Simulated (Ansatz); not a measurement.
Ansatz (an electronic-structure program) input (PBE/def2-TZVP):

Ansatz 0.2 input:
```yaml
crystal:
  periodic: [false, false, false]
  atoms:
    - {symbol: Ir, position_ang: [-0.00000000, -0.00000000, -0.01998718]}
    - {symbol: H, position_ang: [0.00000000, 0.00000000, 1.53901255]}
basis:
  gaussian:
    orbitals: def2-TZVP
hamiltonian:
  xc: {name: PBE}
magnetization: {spin_polarized: true, initial_magnetization: 2}
relax: {f_tol: 0.003, max_steps: 100}
```

Output:

```
Functional definition: PBE
integrals: 0.01 GiB planned
396 factors; their error is unknown
mean field: 0.11 GiB planned
mean field evaluation 1: about -2852.0553 eV, gradient 2.3e1 eV
mean field evaluation 2: about -2840.4693 eV, gradient 5.6e1 eV
mean field evaluation 4: about -2854.3496 eV, gradient 5.7e0 eV
mean field evaluation 8: about -2854.4978 eV, gradient 2.3e-2 eV
mean field evaluation 16: about -2854.4978 eV, gradient 2.6e-5 eV
mean field evaluation 32: about -2854.4978 eV, gradient 1.3e-1 eV
mean field evaluation 64: about -2854.2656 eV, gradient 6.4e-1 eV
mean field evaluation 96: about -2854.4866 eV, gradient 1.2e0 eV
mean field -2854.49776169 eV, -104.9008578941 hartree, gradient 4.1e-6 eV, S^2 2.002595; 11 other end points of the search recorded, 0 dependent functions left out
the calculation of the forces begins
reference -2854.49779824 eV, -104.9008592371 hartree; 10, 8 occupied and 36, 38 virtual orbitals, 396 factors
relax step   1: F+E_penalty+E_count = -2854.49776169 eV  Δ(F+E_penalty+E_count) = +0.000e0 eV  max|allowed force component| = 9.316e-2 eV/Å  Δτ_max = 0.0000 Å  (378 SCF iters, accepted)
these checks for a lower state are left out or cut short: starts, cluster_reference, orbital_swaps, neighbouring_geometries, increment
integrals: 0.01 GiB planned
396 factors; their error is unknown
mean field: 0.11 GiB planned
mean field evaluation 128: about -2854.4980 eV, gradient 9.4e-6 eV
mean field -2854.49798518 eV, -104.9008661073 hartree, gradient 9.4e-6 eV, S^2 2.002552; 1 other end points of the search recorded, 0 dependent functions left out
the calculation of the forces begins
reference -2854.49802176 eV, -104.9008674516 hartree; 10, 8 occupied and 36, 38 virtual orbitals, 396 factors
relax step   2: F+E_penalty+E_count = -2854.49798518 eV  Δ(F+E_penalty+E_count) = -2.235e-4 eV  max|allowed force component| = 8.062e-3 eV/Å  Δτ_max = 0.0026 Å  (82 SCF iters, accepted)
these checks for a lower state are left out or cut short: starts, cluster_reference, orbital_swaps, neighbouring_geometries, increment
integrals: 0.01 GiB planned
396 factors; their error is unknown
mean field: 0.11 GiB planned
mean field -2854.49798684 eV, -104.9008661682 hartree, gradient 5.4e-6 eV, S^2 2.002555; 1 other end points of the search recorded, 0 dependent functions left out
the calculation of the forces begins
reference -2854.49802342 eV, -104.9008675124 hartree; 10, 8 occupied and 36, 38 virtual orbitals, 396 factors
relax step   3: F+E_penalty+E_count = -2854.49798684 eV  Δ(F+E_penalty+E_count) = -1.658e-6 eV  max|allowed force component| = 1.830e-6 eV/Å  Δτ_max = 0.0002 Å  (69 SCF iters, accepted)
integrals: 0.01 GiB planned
396 factors; their error is unknown
mean field: 0.11 GiB planned
mean field evaluation 160: about -2854.4979 eV, gradient 8.6e-2 eV
mean field evaluation 192: about -2854.4980 eV, gradient 2.3e-6 eV
mean field evaluation 224: about -2854.3816 eV, gradient 1.2e0 eV
mean field evaluation 256: about -2854.2011 eV, gradient 1.2e0 eV
mean field -2854.49798684 eV, -104.9008661682 hartree, gradient 5.4e-6 eV, S^2 2.002555; 13 other end points of the search recorded, 0 dependent functions left out
the calculation of the forces begins
reference -2854.49802342 eV, -104.9008675124 hartree; 10, 8 occupied and 36, 38 virtual orbitals, 396 factors
Total energy: -2854.49802342 eV, -104.9008675124 hartree
Atom 0 at     0.000000     0.000000    -0.017580 Å, force     0.000000     0.000000     0.000002 eV/Å
Atom 1 at    -0.000000    -0.000000     1.536605 Å, force    -0.000000    -0.000000    -0.000002 eV/Å
Dipole moment:    -0.000000     0.000000    -0.238368 e Å
```

The spin state was set by rule; other spins were not relaxed.
